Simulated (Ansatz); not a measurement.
Consider the hydrogenolysis of a C–Cl bond: `[F][Zn][CH2]Cl` + H₂ → `[CH3][Zn][F]` + HCl.

Gas-phase electronic energies from Ansatz, PBE0-D4/def2-TZVP geometries. CCSD(T)/CBS adds triple-zeta CCSD(T) − MP2 to the extrapolated MP2 energy (def2 sets, frozen cores). This one scheme is used for every species. Functionals use def2-TZVPP. HSE06 is defined as in plane-wave codes. For Zn outer-core shells are correlated without core-valence functions, which leaves a few kJ/mol of doubt a bond. Scalar relativity is left out up to krypton. One conformer a species, not always the lowest.

CCSD(T)/CBS gives -101.7 kJ/mol.

(1) Another level gave -109.8 kJ/mol. Which?
A. HSE06/def2-TZVPP
B. PBE-D4/def2-TZVPP
C. r2SCAN-D4/def2-TZVPP
D. CCSD/def2-TZVPP

Largest T1 diagnostic among the species: 0.016.

Answers

(1) D. CCSD/def2-TZVPP -109.8, HSE06 -104.9, r2SCAN-D4 -100.3, PBE-D4 -96.3 kJ/mol.

From PBE to PBE0 (25 % exact exchange), in def2-TZVPP and without D4, ΔE moves by −5.3 kJ/mol. The D4 term adds +6.1 kJ/mol with B3LYP and +3.1 kJ/mol with PBE0; it sums over pairs of atoms, weighted by their polarisabilities, and B3LYP, whose exchange is more repulsive, gets the larger term.

B3LYP here is the variant with VWN-RPA as its local correlation; programs differ in this.
